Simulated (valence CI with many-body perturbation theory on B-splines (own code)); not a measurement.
Sm LVII in brief

Level of theory: valence CI with perturbative core correlation (CI+MBPT): four valence electrons over a frozen Dirac-Fock core [He], a basis of 11 s, 11 p, 10 d, 8 f, 5 g, 2 h functions for each j, with the one-electron correlation potential Σ1 (screened to all orders), the two-electron term Σ2, the three-electron term Σ3, Breit, model QED; selected single and double excitations, second order for the rest, scaled by the run's own slope (own B-spline code, finite nucleus).

The last digits are not significant, and no measured levels were compared; by estimate large intervals hold to a few tenths of a per cent, small ones and those within an open d or f shell to about a per cent. Among the levels kept, up to 900 cm⁻¹ of a level comes from second order outside the variational space, and about a tenth of that is noise between levels of different J, which matters for small intervals.

Levels are named by their leading jj configuration (3d3/2^4 stands for four electrons in 3d with j = 3/2), which in mixed levels can hold well under half, so a name can repeat and another be missing.

Rates and lifetimes use the calculated energies. Strong lines usually hold to 10 to 20 %, long lifetimes can be off by a factor of two.

(1) What is the ground level?

(2) Name the longest-lived excited levels whose lifetime is computed, and their main decay.

(3) Where does the other parity begin?

(4) How well does LS coupling describe the low levels?

(5) What is the ionisation energy?

Results:

(1) (2s^2 2p1/2^2) J=0, composition 69 % 2s²2p² ³P + 30 % 2s²2p² ¹S.

(2) (2s^2 2p1/2 2p3/2) J=2 at 642.6 eV lives 262 ns, mostly by E2 to (2s^2 2p1/2^2) J=0; (2s^2 2p1/2 2p3/2) J=1 at 625.4 eV lives 642 ps, mostly by M1 to (2s^2 2p1/2^2) J=0.

(3) At (2s 2p1/2^2 2p3/2) J=2, 853.9 eV.

(4) Among the lowest 20 levels the leading LS term, summed over configurations, holds 67 % on average. For single configurations the figures are 67 % in LS and 99 % in jj coupling. Terms mix most in the J = 1 level at 924.9 eV, where the leading one holds 33 %.

(5) 12265 eV; NIST lists 12264 ± 5 eV (theoretical).
